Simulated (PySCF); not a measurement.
Xe+: ionisation energy

Xe+ [Kr] 4d10 5s2 5p5 (2P) → Xe(2+) [Kr] 4d10 5s2 5p4 (3P), as a difference of total energies. Computed with PySCF 2.14 in aug-cc-pVQZ-DK3 (9s8p6d3f2g, 102 functions), with scalar relativity by spin-free X2C-1e. Correlated levels: valence: [Kr] 4d10 frozen. The calculations carry no spin-orbit coupling.

```tsv
method	ionisation energy (eV)	plus first-order spin-orbit estimate	difference from reference of that sum (eV)
UHF	20.072	20.030	-0.945
LDA	21.391	21.349	+0.374
PBE	21.063	21.021	+0.046
PBE0	21.112	21.070	+0.095
r2SCAN	21.112	21.070	+0.095
MN15	21.021	20.979	+0.004
wB97X	21.149	21.107	+0.132
M06-2X	20.862	20.820	-0.155
MP2 (valence)	20.925	20.883	-0.092
SCS-MP2 (valence)	20.946	20.904	-0.071
```

Reference: 20.975 eV (semi-empirical (NIST evaluation); NIST Atomic Spectra Database, ionization energies).

A first-order spin-orbit estimate (lowest level to lowest level, LS coupling) adds -0.042 eV.

Errors of the correlated levels include the incompleteness of this basis and the frozen core.
